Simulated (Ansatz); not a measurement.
`N#CBCl` + CH₃NH₂ → `CNBCl` + `C#N` at 500 K and 1 bar (ligand exchange at a B–C bond).

Calculated with Ansatz (gas phase, PBE0-D4/def2-TZVP geometries, no zero-point term in ΔE). CBS: MP2 limit from def2 TZ/QZ plus the TZ coupled-cluster correction, frozen cores. This one scheme is used for every species. One conformer a species, not always the lowest.

```
 species  CCSD(T)/CBS energy (Eh)  H − E (kJ/mol)  S (J/(mol·K))
`N#CBCl`               -577.94276            85.8          323.0
  CH₃NH₂                -95.75281           191.8          270.3
 `CNBCl`               -580.41629           218.4          350.1
   `C#N`                -93.32098            60.1          220.8
```

H − E and S are ideal-gas, rigid-rotor, harmonic terms from PBE0-D4/def2-TZVP, for one conformer and one mirror image of each species. 1 Eh = 2625.50 kJ/mol, R = 8.31446 J/(mol·K).

Problem. By hand: ΔE, ΔH, ΔS and ΔG.

Solution. ΔE = (-580.41629) + (-93.32098) − (-577.94276) − (-95.75281) = -0.04170 Eh = -109.5 kJ/mol. Δ(H − E) = 218.4 + 60.1 − 85.8 − 191.8 = 0.9, so ΔH = -108.6 kJ/mol. ΔS = 350.1 + 220.8 − 323.0 − 270.3 = -22.4 J/(mol·K). ΔG = -108.6 − 500 × (-22.4)/1000 = -97.4 kJ/mol.

Problem. By hand: the equilibrium constant, and the temperature at which ΔG would vanish if ΔH and ΔS stayed fixed.

Solution. log₁₀ K = −ΔG/(RT ln 10) = 10.2. ΔG = 0 at ΔH/ΔS = 4848 K, far beyond where these terms or the molecules hold.

ΔH outweighs TΔS. A doubt of 5 kJ/mol in ΔE shifts log₁₀ K by 0.5 here. Other conformers and mirror images would add mixing entropy, several J/(mol·K) or more a flexible species. These are equilibria of isolated gas molecules and say nothing of rates. Largest T1 diagnostic: 0.014 (customary marks: 0.02 for closed shells, 0.045 for open ones).
